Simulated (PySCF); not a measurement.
Spinor energies of Co⁺ (cobalt, charge +1)

Start: [Ar] 3d8; 3d3/2 filled at m_j = -1/2, +1/2, +3/2; 3d5/2 filled at m_j = -3/2, -1/2, +1/2, +3/2, +5/2. Calculated with PySCF 2.14 in x2c-TZVPall-2c: generalised Hartree-Fock with the X2C-1e Hamiltonian and a Gaussian nucleus; one run each with spin-orbit coupling (SO) switched off, then screened by Boettger's factors. This is a chosen level, not necessarily the ground level.

```json
{"spinor shell": "1s1/2", "electrons": "2", "ε, spin-free (eV)": "-7779.3", "ε, screened SO (eV)": "-7779.2", "weight of nominal j (screened SO)": "1.000", "rms radius, screened SO (bohr)": "0.0649"}
{"spinor shell": "2s1/2", "electrons": "2", "ε, spin-free (eV)": "-967.00", "ε, screened SO (eV)": "-966.95", "weight of nominal j (screened SO)": "1.000", "rms radius, screened SO (bohr)": "0.276"}
{"spinor shell": "2p1/2", "electrons": "2", "ε, spin-free (eV)": "-824.75", "ε, screened SO (eV)": "-835.26", "weight of nominal j (screened SO)": "0.998", "rms radius, screened SO (bohr)": "0.247"}
{"spinor shell": "2p3/2", "electrons": "4", "ε, spin-free (eV)": "-824.75", "ε, screened SO (eV)": "-819.57", "weight of nominal j (screened SO)": "0.999", "rms radius, screened SO (bohr)": "0.250"}
{"spinor shell": "3s1/2", "electrons": "2", "ε, spin-free (eV)": "-128.02", "ε, screened SO (eV)": "-128.00", "weight of nominal j (screened SO)": "1.000", "rms radius, screened SO (bohr)": "0.837"}
{"spinor shell": "3p1/2", "electrons": "2", "ε, spin-free (eV)": "-85.166", "ε, screened SO (eV)": "-88.622", "weight of nominal j (screened SO)": "0.773", "rms radius, screened SO (bohr)": "0.893"}
{"spinor shell": "3p3/2", "electrons": "4", "ε, spin-free (eV)": "-85.166", "ε, screened SO (eV)": "-83.435", "weight of nominal j (screened SO)": "0.886", "rms radius, screened SO (bohr)": "0.903"}
{"spinor shell": "3d5/2", "electrons": "5", "ε, spin-free (eV)": "-19.906", "ε, screened SO (eV)": "-20.255", "weight of nominal j (screened SO)": "0.624", "rms radius, screened SO (bohr)": "1.26"}
{"spinor shell": "3d3/2", "electrons": "3", "ε, spin-free (eV)": "-19.906", "ε, screened SO (eV)": "-19.322", "weight of nominal j (screened SO)": "0.646", "rms radius, screened SO (bohr)": "1.29"}
```

```json
{"quantity": "E (hartree)", "spin-free": "-1391.54722", "screened SO": "-1391.57602"}
{"quantity": "M_J", "spin-free": "4", "screened SO": "4"}
{"quantity": "⟨J²⟩", "spin-free": "20.014", "screened SO": "20.014"}
{"quantity": "⟨L²⟩", "spin-free": "12.007", "screened SO": "12.012"}
{"quantity": "⟨S²⟩", "spin-free": "2.007", "screened SO": "2.006"}
```

Each row is a mean over spinors that exchange with the open shell spreads, by up to 9.793 eV (3p3/2).

Rows whose weight is well below 1 are mixtures of j = l ± 1/2: exchange outweighs spin-orbit coupling there, and the label is only the starting occupation.

Without spin-orbit coupling the j labels of p, d and f shells carry no meaning; the spin-free column gives the mean over the occupied spinors of each nl shell.
